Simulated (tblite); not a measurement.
Record of a relaxation.

Compound: C4H10FGaO.
Atom-mapped SMILES: `[CH3:1][CH:2]([CH3:3])[CH2:4][O:5][GaH:6][F:7]` (hydrogens: H8, H9, H10 on C1; H11 on C2; H12, H13, H14 on C3; H15, H16 on C4; H17 on Ga6)

Computed with GFN2-xTB (tblite), gas phase: L-BFGS steps from a force-field or distance-geometry start until the largest atomic force falls under 0.01 eV/Å. 6 of its 164 geometries are shown.

Step 0: E = -645.2275 eV, largest atomic force 2.960 eV/Å
```
atom  x, y, z in Å  |  force x, y, z in eV/Å
C1     -1.742   -1.018    0.252   -0.242  -0.395  -0.477
C2     -0.862    0.192    0.429   -0.136  -0.353   0.522
C3     -1.038    1.180   -0.676   -1.090   0.821  -0.985
C4      0.563   -0.333    0.496   -1.082  -0.585   2.432
O5      1.409    0.732    0.682    1.935   0.364  -0.061
Ga6     3.042   -0.054    0.731    0.654   2.866  -0.348
F7      4.100    1.610    0.698   -0.547  -1.598   0.145
H8     -1.270   -1.615   -0.561   -0.837   0.197   0.387
H9     -2.751   -0.659   -0.029    0.472  -0.725   0.260
H10    -1.724   -1.625    1.168   -0.392   0.174  -0.408
H11    -1.121    0.701    1.383    0.377  -0.238  -0.394
H12    -2.071    1.602   -0.567    0.893  -0.085  -0.241
H13    -0.300    1.981   -0.540   -0.287  -0.246  -0.404
H14    -0.999    0.723   -1.701    0.291   0.405   0.988
H15     0.827   -0.996   -0.315   -0.047  -0.190  -0.663
H16     0.600   -0.951    1.460   -0.120  -0.078  -0.848
H17     3.331   -1.458    0.276    0.159  -0.332   0.096
```

Step 33: E = -646.2744 eV, largest atomic force 0.259 eV/Å
```
atom  x, y, z in Å  |  force x, y, z in eV/Å
C1     -1.972   -0.935    0.284   -0.022  -0.035   0.032
C2     -0.903    0.146    0.461   -0.004  -0.037  -0.071
C3     -0.981    1.113   -0.716    0.035   0.046  -0.006
C4      0.481   -0.520    0.571    0.043  -0.001   0.026
O5      1.526    0.425    0.799    0.136   0.046  -0.009
Ga6     3.271    0.233    0.601   -0.241   0.060  -0.031
F7      4.167    1.702    0.828   -0.029  -0.019   0.030
H8     -1.816   -1.477   -0.650    0.003   0.025   0.126
H9     -2.959   -0.480    0.254    0.043   0.033  -0.042
H10    -1.966   -1.641    1.110    0.084  -0.061  -0.002
H11    -1.104    0.691    1.393    0.127  -0.029  -0.123
H12    -1.982    1.540   -0.774    0.085   0.013  -0.012
H13    -0.264    1.920   -0.600    0.055   0.023   0.018
H14    -0.772    0.596   -1.653   -0.008   0.007   0.072
H15     0.710   -1.074   -0.346   -0.230  -0.085  -0.082
H16     0.463   -1.228    1.405   -0.059  -0.073   0.045
H17     4.093   -0.999    0.216   -0.017   0.088   0.031
```

Step 65: E = -646.3692 eV, largest atomic force 0.089 eV/Å
```
atom  x, y, z in Å  |  force x, y, z in eV/Å
C1     -2.078   -0.811    0.373   -0.017   0.000  -0.001
C2     -0.842    0.083    0.448   -0.064  -0.003  -0.020
C3     -0.779    1.040   -0.741   -0.023   0.009   0.021
C4      0.424   -0.780    0.503   -0.072  -0.009   0.001
O5      1.555    0.052    0.691    0.003  -0.083   0.021
Ga6     3.230    0.361    0.523   -0.007  -0.019   0.014
F7      3.567    1.980    1.041    0.021   0.026  -0.005
H8     -2.108   -1.344   -0.576    0.030  -0.020   0.035
H9     -2.980   -0.209    0.450    0.004   0.014  -0.011
H10    -2.087   -1.539    1.183    0.023   0.034  -0.048
H11    -0.886    0.682    1.365    0.041  -0.067  -0.007
H12    -1.705    1.608   -0.807    0.052   0.019  -0.033
H13     0.051    1.732   -0.608   -0.026  -0.014  -0.050
H14    -0.634    0.493   -1.674   -0.040   0.018   0.077
H15     0.503   -1.357   -0.426    0.056   0.039  -0.018
H16     0.354   -1.490    1.336    0.014   0.039   0.038
H17     4.408   -0.489    0.101    0.005   0.018  -0.015
```

Step 98: E = -646.4225 eV, largest atomic force 0.347 eV/Å
```
atom  x, y, z in Å  |  force x, y, z in eV/Å
C1     -2.059   -0.655    0.468    0.073   0.057  -0.063
C2     -0.686    0.028    0.450    0.084  -0.036  -0.019
C3     -0.496    0.968   -0.740    0.037   0.090  -0.012
C4      0.379   -1.087    0.429    0.086  -0.107   0.047
O5      1.714   -0.662    0.627    0.050   0.244  -0.242
Ga6     2.849    0.646    0.456   -0.177  -0.129   0.187
F7      2.630    2.186    1.290    0.034  -0.144  -0.151
H8     -2.121   -1.336   -0.381   -0.118   0.094  -0.004
H9     -2.875    0.066    0.409    0.160  -0.023  -0.032
H10    -2.194   -1.247    1.373    0.068   0.124  -0.044
H11    -0.523    0.609    1.373   -0.114  -0.104  -0.145
H12    -1.157    1.836   -0.702    0.019  -0.165   0.138
H13     0.539    1.346   -0.706   -0.071   0.032  -0.114
H14    -0.653    0.470   -1.699    0.022  -0.088   0.176
H15     0.341   -1.648   -0.518   -0.088   0.179   0.080
H16     0.135   -1.782    1.239    0.094  -0.087   0.091
H17     4.171    0.274   -0.184   -0.159   0.063   0.108
```

Step 130: E = -646.5425 eV, largest atomic force 0.093 eV/Å
```
atom  x, y, z in Å  |  force x, y, z in eV/Å
C1     -2.003   -0.565    0.532    0.016   0.037   0.039
C2     -0.584   -0.014    0.419   -0.019   0.047  -0.031
C3     -0.475    0.918   -0.784    0.004  -0.001  -0.010
C4      0.419   -1.175    0.322   -0.030   0.078   0.005
O5      1.760   -0.742    0.340   -0.018  -0.031  -0.047
Ga6     2.723    0.674    0.573    0.030  -0.057  -0.002
F7      2.219    2.218    1.229    0.005  -0.020  -0.025
H8     -2.257   -1.142   -0.354    0.041  -0.046   0.037
H9     -2.723    0.243    0.618    0.005   0.066   0.033
H10    -2.097   -1.200    1.409   -0.028  -0.051  -0.010
H11    -0.321    0.551    1.328   -0.071  -0.006  -0.059
H12    -1.125    1.782   -0.652    0.048  -0.021  -0.001
H13     0.556    1.283   -0.900   -0.033   0.016   0.018
H14    -0.759    0.404   -1.702    0.012  -0.020   0.043
H15     0.241   -1.729   -0.610    0.085   0.002   0.034
H16     0.265   -1.848    1.175   -0.002  -0.032  -0.054
H17     4.155    0.353    0.241   -0.046   0.040   0.031
```

Step 163: E = -646.5526 eV, largest atomic force 0.009 eV/Å
```
atom  x, y, z in Å  |  force x, y, z in eV/Å
C1     -1.986   -0.541    0.592   -0.005  -0.004   0.004
C2     -0.568   -0.013    0.397   -0.004  -0.001  -0.001
C3     -0.494    0.907   -0.817   -0.005   0.006   0.003
C4      0.421   -1.179    0.252    0.008   0.001   0.001
O5      1.767   -0.767    0.326    0.006   0.003  -0.004
Ga6     2.710    0.649    0.625   -0.004  -0.003   0.000
F7      2.142    2.226    1.130   -0.001   0.000  -0.004
H8     -2.296   -1.118   -0.276   -0.001  -0.002   0.000
H9     -2.681    0.284    0.724    0.001   0.004  -0.008
H10    -2.043   -1.181    1.470    0.004   0.000   0.002
H11    -0.262    0.555    1.289   -0.002  -0.002  -0.003
H12    -1.133    1.776   -0.676    0.008   0.000   0.003
H13     0.534    1.264   -0.964   -0.006  -0.001   0.001
H14    -0.808    0.380   -1.715    0.005   0.002  -0.001
H15     0.271   -1.677   -0.714   -0.003   0.000   0.007
H16     0.246   -1.907    1.053   -0.001  -0.005  -0.001
H17     4.174    0.351    0.489    0.003   0.000   0.002
```

**Question.** Summarise the path.

**Answer.** The energy falls by 1.3252 eV from step 0 to step 163; nine tenths of that is first reached at step 98. It rises by more than 0.2 meV at steps 39, 90 and 94. The largest force goes from 2.960 to 0.009 eV/Å. Among the bonds Ga6–F7 changes most, from 1.972 to 1.751 Å; the atoms move by 1.130 Å rms after alignment.

The cost below is that of the whole relaxation. Hardware: Arm Neoverse N1, one thread, no GPU, on a shared host. Cost: 1.7 s.
